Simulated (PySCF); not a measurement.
PySCF 2.14 output of an unrestricted LDA calculation on a single atom or ion in def2-QZVPPD with the def2 core potential (28 electrons) (7s5p4d4f2g, 88 functions), with a scalar-relativistic core potential:

```
SCF conv_tol = 1e-09
number electrons alpha = 9  beta = 7
    P. A. M. Dirac.,  Math. Proc. Cambridge Philos. Soc. 26, 376 (1930)
    F. Bloch.,  Z. Phys. 57, 545 (1929)
    S. H. Vosko, L. Wilk, and M. Nusair.,  Can. J. Phys. 58, 1200 (1980)
cycle= 1 E= -94.5346257963754  delta_E= 0.0164  |g|= 0.251  |ddm|= 0.252
cycle= 2 E= -94.4646395739678  delta_E= 0.07  |g|= 0.509  |ddm|= 0.396
cycle= 3 E= -94.5608104802635  delta_E= -0.0962  |g|= 0.0333  |ddm|= 0.236
cycle= 4 E= -94.5614023283378  delta_E= -0.000592  |g|= 0.00416  |ddm|= 0.0258
cycle= 5 E= -94.5614091798657  delta_E= -6.85e-06  |g|= 0.000149  |ddm|= 0.00206
cycle= 6 E= -94.5614091903794  delta_E= -1.05e-08  |g|= 2.61e-05  |ddm|= 0.000115
cycle= 7 E= -94.5614091906685  delta_E= -2.89e-10  |g|= 6.66e-07  |ddm|= 1.39e-05
converged SCF energy = -94.5614091906685  <S^2> = 2.0026567  2S+1 = 3.0017706
```

The run itself started from symmetry-adapted Hartree-Fock orbitals and held the occupation by maximum overlap, on a logarithmic radial grid, so the iterations belong to that start.

**Question.** Which element, charge and spin multiplicity is this?

**Answer.** Ru (ruthenium, neutral), multiplicity 3; the state was [Kr] 4d8, high-spin 3F determinant (an excited configuration).

Energies and moments cover only the electrons outside the core potential.
